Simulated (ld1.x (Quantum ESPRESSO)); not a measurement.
Logarithmic derivatives: antimony (Sb), TM

```
Element                 : antimony (Sb)
Generator               : ld1.x (Quantum ESPRESSO) 7.5
Type                    : norm-conserving Troullier–Martins (Kleinman–Bylander form)
Functional              : LDA (PZ)
Relativity              : scalar-relativistic
Frozen core             : [Kr] 4d10
Valence charge          : 5
Reference configuration : 5s2 5p1 (charge +2)
Partial waves           : 5s (bound): rc 1.95 bohr; 5p (bound): rc 1.80 bohr
Local potential         : all-electron potential smoothed inside 1.90 bohr (lloc = -2)
Core correction         : Bessel-smoothed model core, default radius (core density twice the valence density)
```

The phase is arctan(r·u′/u) with u = r·R(r), unwrapped; energies in Ry, scanned from -4 to 5 Ry. A pole is an energy at which the radial function vanishes at the test radius. The pseudo phase is shifted by a multiple of π to meet the all-electron one at the reference energy, and phase errors are pseudo minus all-electron; the curves can meet again beyond the range given. Levels narrower than the energy grid can be missing from the lists of poles.

Q: For each channel, where are the poles, and over which energies does the pseudopotential scatter like the atom?

A:

```tsv
channel	radius (bohr)	reference energy (Ry)	poles, all-electron	poles, pseudo	unbroken range about the reference energy with phases within 0.05 rad	phase error 1 Ry above the reference energy (rad)
s	2.14	-2.19	0.68	0.20, 2.90	below 0.4	-0.009
p	2.14	-1.50	2.43	1.43	below 0.8	-0.023
```

Note: ghost state, extra bound levels that the all-electron valence spectrum of the same l lacks: d at -14.2 eV. A true bound ghost makes a file unfit for plane-wave use.

Phases in the p channel:

| E (Ry) | all-electron | pseudo |
| --- | --- | --- |
| -4.00 | 1.214 | 1.205 |
| -3.52 | 1.160 | 1.150 |
| -3.04 | 1.079 | 1.069 |
| -2.56 | 0.946 | 0.937 |
| -2.08 | 0.701 | 0.695 |
| -1.60 | 0.209 | 0.209 |
| -1.12 | -0.496 | -0.502 |
| -0.64 | -0.974 | -0.993 |
| -0.16 | -1.213 | -1.242 |
| 0.32 | -1.344 | -1.383 |
| 0.80 | -1.426 | -1.476 |
| 1.28 | -1.482 | -1.549 |
| 1.76 | -1.525 | -1.619 |
| 2.24 | -1.559 | -1.701 |
| 2.72 | -1.588 | -1.834 |
| 3.20 | -1.614 | -2.192 |
| 3.68 | -1.639 | -3.578 |
| 4.16 | -1.664 | -4.300 |
| 4.64 | -1.690 | -4.485 |
